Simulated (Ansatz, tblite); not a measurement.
Isomers of B5⁺ (singlet), found by a short tight-binding search and relaxed with B3LYP-D4/def2-SVP in Ansatz.

The xTB rows come from tblite. Correlated methods freeze 5 core orbitals.

Run but left out: HF/def2-TZVPP (A: restricted singlet, unstable towards broken spin symmetry).

A further structure is left out (an occupied level 0.56 to 1.24 eV above an empty one); at PBE0-D4/def2-TZVP its energy lies 4.41 eV above the lowest shown.

A: The restricted singlet is unstable towards broken spin symmetry in Hartree–Fock (as tested in another run); at PBE-D4/def2-TZVP, r2SCAN-D4/def2-TZVP, r2SCANh-D4/def2-TZVP, PBE0-D4/def2-TZVP and others this wasn't settled. At CCSD(T)/def2-TZVPP T1 of the charge 1 singlet is large (up to 0.034), so the single-reference result is doubtful. At CCSD(T)/def2-TZVPP the restricted singlet (for correlated methods, its reference) is unstable: a solution with broken spin symmetry lies lower. B: At CCSD(T)/def2-TZVPP T1 of the charge 1 singlet is large (up to 0.025), so the single-reference result is doubtful. At CCSD(T)/def2-TZVPP the restricted singlet (for correlated methods, its reference) is unstable: a solution with broken spin symmetry lies lower.

Other spin states were run for one of them alone.

A:

```xyz
5

B     0.059   -1.705   -0.056
B    -0.058    1.704    0.064
B     1.372    1.015    0.015
B     0.000    0.000   -0.013
B    -1.372   -1.015   -0.010
```

B:

```xyz
5

B    -0.0838    1.2323   -0.2093
B     0.5787   -0.8349    0.6915
B    -0.4807   -1.2331   -0.3851
B    -0.9116    0.1518   -0.9750
B     0.8974    0.6839    0.8779
```

Question: Estimate which lies lowest at each level, and how far above it the others are (eV).

Answer: 
```
               level     A     B
            GFN1-xTB  1.82  0.00
            GFN2-xTB  3.69  0.00
    PBE-D4/def2-TZVP  3.79  0.00
 r2SCAN-D4/def2-TZVP  4.00  0.00
r2SCANh-D4/def2-TZVP  4.16  0.00
   PBE0-D4/def2-TZVP  4.29  0.00
   ωB97X-V/def2-TZVP  4.69  0.00
      MP2/def2-TZVPP  3.99  0.00
     CCSD/def2-TZVPP  3.97  0.00
  CCSD(T)/def2-TZVPP  3.51  0.00
```
Point groups (tolerance 0.1 Å): A D2h, B not assigned. Lower isomers may exist.
